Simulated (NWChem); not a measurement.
# CHClF2; SMILES ClC(F)F

Results from NWChem. Pople sets run with spherical d functions. Each level has its own optimisation; frequencies are unscaled.

```
level                                 r C–F (Å)  r C–Cl (Å)  r C–H (Å)  highest harmonic frequency (cm⁻¹)  lowest (cm⁻¹)  zero-point energy (kcal/mol)  dipole (D)
------------------------------------  ---------  ----------  ---------  ---------------------------------  -------------  ----------------------------  ----------
Hartree-Fock/STO-3G                       1.362       1.842      1.112                               3546            365                          16.6        2.00
Hartree-Fock/3-21G                        1.345       1.867      1.065                               3432            351                          15.8        2.26
Hartree-Fock/6-31G*                       1.321       1.757      1.073                               3403            401                          16.3        1.65
B3LYP/6-31G*                              1.341       1.796      1.091                               3159            358                          14.8        1.48
LDA (Slater exchange, VWN5)/def2-SVP      1.326       1.769      1.115                               3005            361                          14.5        1.30
PBE/def2-SVP                              1.344       1.793      1.111                               3030            352                          14.3        1.32
BLYP/def2-SVP                             1.351       1.811      1.109                               3019            346                          14.1        1.32
PBE0/def2-SVP                             1.329       1.769      1.101                               3146            372                          15.0        1.43
```
